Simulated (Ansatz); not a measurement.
System: C$_{3}$H$_{6}$O$_{2}$Si, net charge 0, singlet state. SMILES: O=CCC(=O)[SiH3]
Structure (B3LYP-D3(BJ)/def2-TZVP (Ansatz, a program for electronic structure) minimum search):
```xyz
12

O     -1.1846     1.2390    -1.0355
C     -1.6667     0.1385    -0.9427
C     -0.9788    -1.0304    -0.2886
C      0.1846    -0.6387     0.6183
O      0.2719    -1.1290     1.7222
Si     1.5281     0.6347     0.0419
H     -2.6737    -0.0720    -1.3539
H     -1.6964    -1.6418     0.2646
H     -0.5849    -1.6594    -1.0997
H      1.6270     0.6845    -1.4326
H      2.8033     0.1478     0.6152
H      1.1974     1.9582     0.6044
```
Charge 0, spin multiplicity 1.

Quantity: vertical triplet-singlet gap (E(triplet) - E(singlet); each state is the SCF solution reached for its spin), in kJ/mol. Cores are frozen in the correlated levels unless marked. Open shells are spin-unrestricted. Spin-orbit coupling is left out. No relativistic terms. 

```
level                    program  vertical triplet-singlet gap (kJ/mol)
-----------------------  -------  -------------------------------------
HF/aug-cc-pV(T+d)Z        Ansatz                                  213.0
HF/aug-cc-pV(Q+d)Z        Ansatz                                  212.3
r2SCAN/def2-TZVPD         Ansatz                                  247.3
BHLYP/def2-TZVPD          Ansatz                                  261.6
CAM-B3LYP/def2-TZVPD      Ansatz                                  270.3
B2PLYP/def2-TZVPD         Ansatz                                  286.1
SCS-MP2/aug-cc-pV(D+d)Z   Ansatz                                  339.7
CCSD/aug-cc-pV(D+d)Z      Ansatz                                  290.5
CCSD(T)/aug-cc-pV(D+d)Z   Ansatz                                  296.1
```
